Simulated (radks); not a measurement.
Initial-state core-level shifts of neutral thallium when its valence configuration changes from [Hg] 6p1. Method: Dirac Kohn-Sham, PBE, spin-unpolarised, spherical densities, point nucleus; open shells fill j = l - 1/2 first; computed with a radial shooting solver on a logarithmic mesh with Libxc functionals. Shifts are changes of the shell-averaged eigenvalues in eV (positive: less bound).

| valence | 1s | 2s | 4p | 4d |
|---|---|---|---|---|
| [Xe] 4f14 5d9.5 6s2 6p1.5 | -2.508 | -2.601 | -2.560 | -2.560 |
| [Xe] 4f14 5d10 6s1 6p2 | -1.499 | -1.469 | -1.487 | -1.486 |
| [Xe] 4f14 5d9.5 6s1 6p2.5 | -4.288 | -4.341 | -4.316 | -4.314 |
| [Xe] 4f14 5d9 6s2 6p2 | -5.016 | -5.212 | -5.119 | -5.120 |
| [Xe] 4f12 5d9.5 6s1 6p4.5 | -43.462 | -46.665 | -43.833 | -42.612 |
| [Xe] 4f14 5d8 6s1 6p4 | -12.735 | -13.084 | -12.862 | -12.859 |
| [Xe] 4f13 5d9.5 6p4.5 | -25.347 | -26.866 | -25.622 | -25.016 |
| [Xe] 4f14 5d9 6s1 6p3 | -7.084 | -7.229 | -7.149 | -7.148 |
| [Xe] 4f14 5d10 6s1.5 6p1.5 | -0.769 | -0.754 | -0.763 | -0.762 |
